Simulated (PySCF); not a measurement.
# Computed structure and properties of WH4

System: WH4 (triplet); start: displaced along the imaginary mode (C2v). Method: PySCF 2.14.0, UKS r2SCAN, W def2-SVP with ECP60, H def2-SVP; non-relativistic Hamiltonian with scalar-relativistic core potentials where named; density fitting; no spin-orbit coupling.

Input of the relaxation:

```python
mol = gto.M(atom='''
W     -0.00352     0.00352     0.00000
H      1.80997     0.34436    -0.00000
H      0.81270     1.63565     0.00000
H     -1.63553    -0.81294     0.00000
H     -0.34409    -1.81002    -0.00000''',
    basis={'W': 'def2-SVP', 'H': 'def2-SVP'},
    ecp={'W': 'def2-SVP'},
    charge=0, spin=2)
mf = dft.UKS(mol, xc='R2SCAN')
mf.grids.atom_grid = (50, 194)
mf = mf.density_fit()  # fitting sets: W def2-universal-JKFIT, H def2-universal-JKFIT
mf.conv_tol = 1e-08; mf.max_cycle = 55
mf.kernel(dm0)  # dm0: converged density of the start geometry
# quasi-Newton relaxation in Cartesian coordinates to a largest gradient under 0.00045 Eh/bohr, steps kept in the point group
```

Run from Python with OMP_NUM_THREADS=2; the lines above give its settings. Where DIIS fails, smearing, a level shift and second-order steps follow.
It took 32 s on 2 threads of AMD EPYC 7R43 64-Core Processor (Zen 3), with other jobs on the host, from the converged density of the start.

Course of the relaxation:

| step | energy above end (eV) | largest force component within the symmetry (eV/Å) |
| --- | --- | --- |
| 0 | 0.9910 | 0.585 |
| 1 | 0.8727 | 0.495 |
| 2 | 0.6182 | 0.565 |
| 3 | 0.5083 | 0.734 |
| 4 | 0.4421 | 0.596 |
| 5 | 0.3327 | 0.698 |
| 6 | 0.1746 | 0.695 |
| 7 | 0.0515 | 0.494 |
| 8 | 0.0261 | 0.445 |
| 9 | 0.0133 | 0.174 |
| 10 | 0.0043 | 0.115 |
| 11 | 0.0002 | 0.035 |
| 12 | 0.0000 | 0.011 |
| 13 | 0.0000 | 0.006 |

Relaxed geometry (D2h):

```xyz
5

W     0.1280   -0.1280    0.0000
H     1.7047    0.8158    0.0000
H     1.0716    1.4495    0.0000
H    -1.4493   -1.0718    0.0000
H    -0.8155   -1.7049    0.0000
```

```json
{"contact": "W1–H2 (H)", "Å": "1.838"}
{"contact": "W1–H3 (H)", "Å": "1.838"}
{"contact": "W1–H4 (H)", "Å": "1.838"}
{"contact": "W1–H5 (H)", "Å": "1.838"}
```

Short contacts between ligands at the end: H2···H3 0.90 Å, H4···H5 0.90 Å.

On relaxing from the template, bonds within or between ligands changed, so the formula names the start rather than the bonding at the end.

On the finer grid (75, 302):

```
HOMO                                                         : -4.37 eV
LUMO                                                         : -2.49 eV
Dipole about the centre of mass                              : 0.00 D
Spin squared                                                 : 2.847
Set of Mulliken populations of W1 outside the core potential : s 3.10, p 6.06, d 4.91, f 0.01
D3(BJ) dispersion energy (not in the energies)               : -0.014 eV
```

```csv
atom,Mulliken (e),Löwdin (e),spin (e)
W1,-0.07,-0.25,2.08
H2,0.02,0.06,-0.02
H3,0.02,0.06,-0.02
H4,0.02,0.06,-0.02
H5,0.02,0.06,-0.02
```

Another spin state tried lies lower. The state is spin-contaminated.

No frequency check is given for this geometry.

Taking off one H (charge -1, singlet; the rest: triplet) in vacuum, both parts rigid, costs 11.79 eV; the small basis without counterpoise inflates it. Most of it is the attraction of opposite charges; other ways to part are cheaper, and one spin state was tried for the rest.

Rigid scan of H along the line from its metal:

```csv
distance to H2 (Å),energy (eV)
1.54,0.629
1.64,0.248
1.74,0.056
1.84,0.000
1.94,0.047
2.04,0.175
2.24,0.606
2.54,1.448
2.94,2.194
3.44,2.411
```

One start shape was tried, so this needn't be the lowest isomer.

Open shells may have lower solutions than the one found.
